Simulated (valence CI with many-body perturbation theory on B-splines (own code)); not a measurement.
Kr29+: E2, M1, M2 decay

Method: valence CI with perturbative core correlation (CI+MBPT): five valence electrons over a frozen Dirac-Fock core [He], a basis of 9 s, 9 p, 8 d, 6 f, 3 g, 1 h functions for each j, with the one-electron correlation potential Σ1, the two-electron term Σ2, the three-electron term Σ3, Breit, model QED; selected CI, second order for the rest (own B-spline code, finite nucleus).

No measured spectrum was set against this ion. As an estimate, large intervals hold to a few tenths of a per cent, small ones and those within an open d or f shell to about a per cent. Among the levels kept, up to 1500 cm⁻¹ of a level comes from second order outside the variational space, and about a tenth of that is noise between levels of different J, which matters for small intervals.

Lines 1 to 50 of 50 in falling wavelength, among levels below 155.97 Ry, chosen from the decays that carry over 1 % of a level's rate. Wavelengths and rates use the calculated energies. Electric multipoles are in the length gauge, E1 and E2 with the static RPA response of the core. Weak lines are less certain than strong ones. Lines between different terms over intervals too small for the method are left out, as are lines whose strength nearly cancels. The highest levels of a list are the least certain.

Levels are named by their leading jj configuration (3d3/2^4 stands for four electrons in 3d with j = 3/2), which in mixed levels can hold well under half, so a name can repeat and another be missing. Letters in brackets count levels of one name in rising energy.

```
λ vac (Å)                               Upper                       Lower  Type   A (s⁻¹)  Branch %
    975.9          (2s^2 2p1/2 2p3/2^2) J=5/2  (2s^2 2p1/2 2p3/2^2) J=3/2    M1  6.23e+03       2.8
    267.4                (2s^2 2p3/2^3) J=3/2  (2s^2 2p1/2 2p3/2^2) J=1/2    M1  2.80e+05       7.2
    259.9          (2s^2 2p1/2 2p3/2^2) J=3/2  (2s^2 2p1/2^2 2p3/2) J=3/2    M1  1.21e+06     100.0
    205.2          (2s^2 2p1/2 2p3/2^2) J=5/2  (2s^2 2p1/2^2 2p3/2) J=3/2    M1  2.18e+05      97.0
    196.8                (2s^2 2p3/2^3) J=3/2  (2s^2 2p1/2 2p3/2^2) J=5/2    M1  6.20e+05      16.1
    163.7                (2s^2 2p3/2^3) J=3/2  (2s^2 2p1/2 2p3/2^2) J=3/2    M1  2.86e+06      74.1
    160.9          (2s^2 2p1/2 2p3/2^2) J=1/2  (2s^2 2p1/2^2 2p3/2) J=3/2    M1  1.50e+06      99.1
    100.4                (2s^2 2p3/2^3) J=3/2  (2s^2 2p1/2^2 2p3/2) J=3/2    M1  9.96e+04       2.6
    6.938      (2s^2 2p1/2 2p3/2 3d5/2) J=9/2    (2s 2p1/2 2p3/2^3) J=5/2    E2  1.08e+08       2.1
    6.725          (2s^2 2p3/2^2 3d5/2) J=9/2    (2s 2p1/2 2p3/2^3) J=5/2    E2  1.35e+08       2.5
    6.622          (2s^2 2p1/2^2 3p1/2) J=1/2  (2s^2 2p1/2 2p3/2^2) J=3/2    E2  9.02e+08       1.1
    6.546  (2s^2 2p1/2 2p3/2 3p1/2) J=3/2 [a]  (2s^2 2p1/2 2p3/2^2) J=1/2    E2  2.27e+09       3.1
    6.520      (2s^2 2p1/2 2p3/2 3p1/2) J=5/2  (2s^2 2p1/2 2p3/2^2) J=1/2    E2  3.40e+09       4.5
    6.503      (2s^2 2p1/2 2p3/2 3p1/2) J=1/2  (2s^2 2p1/2 2p3/2^2) J=5/2    E2  6.92e+09       8.8
    6.464      (2s^2 2p1/2 2p3/2 3p1/2) J=5/2  (2s^2 2p1/2 2p3/2^2) J=5/2    E2  1.31e+10      17.4
    6.460      (2s^2 2p1/2 2p3/2 3p1/2) J=1/2  (2s^2 2p1/2 2p3/2^2) J=3/2    E2  9.59e+09      12.2
    6.457          (2s^2 2p1/2^2 3p1/2) J=1/2  (2s^2 2p1/2^2 2p3/2) J=3/2    E2  2.33e+10      27.4
    6.452          (2s^2 2p3/2^2 3p1/2) J=5/2        (2s^2 2p3/2^3) J=3/2    E2  1.50e+10       9.1
    6.447  (2s^2 2p1/2 2p3/2 3p3/2) J=3/2 [b]  (2s^2 2p1/2 2p3/2^2) J=1/2    E2  6.47e+09       1.3
    6.446  (2s^2 2p1/2 2p3/2 3p1/2) J=3/2 [a]  (2s^2 2p1/2 2p3/2^2) J=3/2    E2  1.59e+10      21.9
    6.443  (2s^2 2p1/2 2p3/2 3p3/2) J=5/2 [a]  (2s^2 2p1/2 2p3/2^2) J=5/2    E2  3.10e+09       2.6
    6.436          (2s^2 2p3/2^2 3p3/2) J=5/2        (2s^2 2p3/2^3) J=3/2    E2  9.15e+09       8.0
    6.435  (2s^2 2p1/2 2p3/2 3p3/2) J=1/2 [a]  (2s^2 2p1/2 2p3/2^2) J=5/2    E2  2.17e+09       1.8
    6.433          (2s^2 2p3/2^2 3p3/2) J=1/2        (2s^2 2p3/2^3) J=3/2    E2  8.36e+09       1.5
    6.431          (2s^2 2p3/2^2 3p3/2) J=7/2        (2s^2 2p3/2^3) J=3/2    E2  3.89e+09       4.0
    6.430          (2s^2 2p3/2^2 3d5/2) J=9/2  (2s 2p1/2^2 2p3/2^2) J=5/2    E2  1.35e+08       2.5
    6.429  (2s^2 2p1/2 2p3/2 3p3/2) J=5/2 [b]  (2s^2 2p1/2 2p3/2^2) J=1/2    E2  6.52e+09       2.6
    6.427  (2s^2 2p1/2 2p3/2 3p3/2) J=3/2 [a]  (2s^2 2p1/2 2p3/2^2) J=5/2    E2  1.32e+10       3.0
    6.421      (2s^2 2p1/2 2p3/2 3p1/2) J=5/2  (2s^2 2p1/2 2p3/2^2) J=3/2    E2  3.77e+09       5.0
    6.408      (2s^2 2p1/2 2p3/2 3p3/2) J=7/2  (2s^2 2p1/2 2p3/2^2) J=5/2    E2  6.66e+09      11.0
    6.401  (2s^2 2p1/2 2p3/2 3p3/2) J=5/2 [a]  (2s^2 2p1/2 2p3/2^2) J=3/2    E2  4.62e+09       3.9
    6.393  (2s^2 2p1/2 2p3/2 3p3/2) J=1/2 [a]  (2s^2 2p1/2 2p3/2^2) J=3/2    E2  9.33e+09       7.9
    6.392  (2s^2 2p1/2 2p3/2 3p3/2) J=3/2 [b]  (2s^2 2p1/2 2p3/2^2) J=5/2    E2  5.76e+09       1.2
    6.388          (2s^2 2p1/2^2 3p3/2) J=3/2  (2s^2 2p1/2^2 2p3/2) J=3/2    E2  1.28e+10       9.7
    6.375          (2s^2 2p3/2^2 3p1/2) J=1/2        (2s^2 2p3/2^3) J=3/2    E2  9.09e+09       3.7
    6.366      (2s^2 2p1/2 2p3/2 3p3/2) J=7/2  (2s^2 2p1/2 2p3/2^2) J=3/2    E2  6.16e+08       1.0
    6.349  (2s^2 2p1/2 2p3/2 3p3/2) J=1/2 [b]  (2s^2 2p1/2 2p3/2^2) J=5/2    E2  2.30e+10       4.9
    6.308  (2s^2 2p1/2 2p3/2 3p3/2) J=1/2 [b]  (2s^2 2p1/2 2p3/2^2) J=3/2    E2  1.13e+10       2.4
    6.266      (2s^2 2p1/2 2p3/2 3p1/2) J=5/2  (2s^2 2p1/2^2 2p3/2) J=3/2    E2  1.35e+09       1.8
    6.250      (2s^2 2p1/2 2p3/2 3d5/2) J=9/2  (2s^2 2p1/2 2p3/2^2) J=5/2    M2  1.70e+08       3.2
    6.247  (2s^2 2p1/2 2p3/2 3p3/2) J=5/2 [a]  (2s^2 2p1/2^2 2p3/2) J=3/2    E2  4.56e+09       3.8
    6.239  (2s^2 2p1/2 2p3/2 3p3/2) J=1/2 [a]  (2s^2 2p1/2^2 2p3/2) J=3/2    E2  2.63e+09       2.2
    6.232          (2s^2 2p3/2^2 3p3/2) J=5/2  (2s^2 2p1/2 2p3/2^2) J=5/2    E2  7.51e+09       6.6
    6.232  (2s^2 2p1/2 2p3/2 3p3/2) J=3/2 [a]  (2s^2 2p1/2^2 2p3/2) J=3/2    E2  5.00e+09       1.1
    6.228          (2s^2 2p3/2^2 3p3/2) J=7/2  (2s^2 2p1/2 2p3/2^2) J=5/2    E2  7.92e+09       8.1
    6.214      (2s^2 2p1/2 2p3/2 3p3/2) J=7/2  (2s^2 2p1/2^2 2p3/2) J=3/2    E2  1.29e+10      21.5
    6.192          (2s^2 2p3/2^2 3p3/2) J=5/2  (2s^2 2p1/2 2p3/2^2) J=3/2    E2  4.49e+09       3.9
    6.188          (2s^2 2p3/2^2 3p3/2) J=7/2  (2s^2 2p1/2 2p3/2^2) J=3/2    E2  8.79e+09       8.9
    6.188      (2s^2 2p3/2^2 3p3/2) J=3/2 [b]  (2s^2 2p1/2 2p3/2^2) J=1/2    E2  1.17e+10       2.0
    6.182  (2s^2 2p1/2 2p3/2 3p3/2) J=5/2 [b]  (2s^2 2p1/2^2 2p3/2) J=3/2    E2  7.01e+09       2.8
```
